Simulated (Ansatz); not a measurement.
Consider the formal exchange of groups at a C–Si bond: `BC(F)[SiH2]F` + GeH₄ → `B[CH](F)[GeH3]` + `F[SiH3]`.

Program: Ansatz. Geometries: PBE0-D4/def2-TZVP. ΔE: electronic, gas phase. CCSD(T)/CBS is the MP2 limit (def2-TZVPP, def2-QZVPP) plus CCSD(T) − MP2 in def2-TZVPP, frozen cores. This one scheme is used for every species. Functionals use def2-TZVPP. For Ge outer-core shells are correlated without core-valence functions, which leaves a few kJ/mol of doubt a bond. Scalar relativity is left out up to krypton. One conformer a species, not always the lowest.

```tsv
level	ΔE (kJ/mol)
r2SCAN-D4	10.2
PBE0-D4	9.3
PBE0	9.2
SCS-MP2/def2-TZVPP	4.5
```

What does CCSD(T)/CBS give? (An estimate is asked.)

Ansatz gave: +6.4 kJ/mol. The listed levels differ from it by 3.8, 2.9, 2.8, -1.9 kJ/mol.

Largest T1 diagnostic among the species: 0.013.

In def2-TZVPP, CCSD(T) changes the Hartree–Fock value by −14.7 kJ/mol (the triples alone add −2.4 kJ/mol) and MP2 by −18.0 kJ/mol.
